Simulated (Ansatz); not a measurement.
```yaml
crystal:
  periodic: [false, false, false]
  atoms:
    - {symbol: N, position_ang: [-0.748544, -1.583620, 0.679918]}
    - {symbol: Si, position_ang: [0.149131, -0.176966, 0.404942]}
    - {symbol: O, position_ang: [1.376661, -0.169759, 1.478072]}
    - {symbol: O, position_ang: [0.788761, 0.160143, -1.086506]}
    - {symbol: C, position_ang: [0.076037, 1.351147, -1.371999]}
    - {symbol: S, position_ang: [-1.048454, 1.541317, 0.084620]}
    - {symbol: H, position_ang: [-0.317181, -2.446555, 0.967614]}
    - {symbol: H, position_ang: [-1.632242, -1.728675, 0.221183]}
    - {symbol: H, position_ang: [1.176675, -0.454618, 2.370903]}
    - {symbol: H, position_ang: [0.753052, 2.203966, -1.440698]}
    - {symbol: H, position_ang: [-0.508295, 1.246620, -2.287449]}
basis:
  gaussian: {orbitals: "6-31++G**"}
total_charge: 3
magnetization: {spin_polarized: true, initial_magnetization: 1}
hamiltonian: {xc: {name: BHLYP}, dispersion: d4}
```

```sh
$ ansatz run in.yaml --threads 4 --pin off --events-out ev --progress --plain --max-ram 10444MiB
```

Output, abridged:

```
Functional definition: BHLYP
1628 factors; their error is unknown
mean field evaluation 1: about -25312.0207 eV, gradient 1.1e2 eV
mean field evaluation 2: about -24912.8861 eV, gradient 2.8e2 eV
mean field evaluation 4: about -25332.0094 eV, gradient 7.8e1 eV
mean field evaluation 8: about -25366.3919 eV, gradient 5.1e0 eV
mean field evaluation 16: about -25368.7433 eV, gradient 9.0e-1 eV
mean field evaluation 32: about -25368.1397 eV, gradient 6.0e-1 eV
mean field -25369.09722492 eV, -932.2971272241 hartree, gradient 1.8e-5 eV, S^2 1.757426; 5 other end points of the search recorded, 0 dependent functions left out
reference -25369.09747418 eV, -932.2971363844 hartree; 31, 30 occupied and 121, 122 virtual orbitals, 1628 factors
Total energy: -25369.39325234 eV, -932.3080060311 hartree
```

(1) Something in this input is off. What?

Answers

(1) The charge is far from anything that the molecule holds. The calculation finished and met its thresholds. The result belongs to that input, not to the molecule as meant.
